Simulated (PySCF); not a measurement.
**Spinor energies of Zn⁺ (zinc, charge +1)**

Start: [Ar] 3d10 4s1; 4s1/2 filled at m_j = +1/2. Calculated with PySCF 2.14 in x2c-TZVPPall-2c (6s7p4d2f1g, 70 functions): generalised Hartree-Fock with the X2C-1e Hamiltonian and a Gaussian nucleus; one run each with spin-orbit coupling (SO) switched off, then screened by Boettger's factors.

```tsv
spinor shell	electrons	ε, spin-free (eV)	ε, screened SO (eV)	weight of nominal j (screened SO)	rms radius, screened SO (bohr)
1s1/2	2	-9739.3	-9739.1	1.000	0.0580
2s1/2	2	-1242.8	-1242.8	1.000	0.244
2p1/2	2	-1074.2	-1090.6	1.000	0.217
2p3/2	4	-1074.2	-1066.3	1.000	0.220
3s1/2	2	-167.15	-167.15	1.000	0.732
3p1/2	2	-114.93	-117.18	1.000	0.770
3p3/2	4	-114.93	-113.85	1.000	0.781
3d3/2	4	-30.163	-30.426	0.999	0.995
3d5/2	6	-30.163	-29.988	1.000	1.00
4s1/2	1	-16.990	-16.991	1.000	2.71
```

```
   quantity    spin-free  screened SO
E (hartree)  -1793.94061  -1793.99167
        M_J          1/2          1/2
       ⟨J²⟩        0.751        0.751
       ⟨L²⟩        0.000        0.002
       ⟨S²⟩        0.751        0.753
```

Without spin-orbit coupling the j labels of p, d and f shells carry no meaning; the spin-free column gives the mean over the occupied spinors of each nl shell.
